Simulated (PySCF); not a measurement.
Ionisation energy of Ca by level of theory

Ca [Ar] 4s2 (1S) → Ca⁺ [Ar] 4s1 (2S), as a difference of total energies. All numbers are calculated (PySCF 2.14, the non-relativistic Hamiltonian (point nucleus), in 6-31G* (5s4p3d, 32 functions)). Correlated levels: valence: [Ar] frozen. The calculations carry no spin-orbit coupling.

Problem. Order these methods by the ionisation energy they give, lowest first.
A. TPSS
B. MP2 (valence)
C. UHF
D. SCS-MP2 (valence)

Solution. C (5.128 eV), B (5.600 eV), D (5.694 eV), A (6.008 eV).

These non-relativistic numbers lack the scalar-relativistic shift.

Errors of the correlated levels include the incompleteness of this basis and the frozen core.

With two correlated electrons CCSD is exact in that space.

For comparison: 6.113 eV (measured; NIST Atomic Spectra Database, ionization energies).
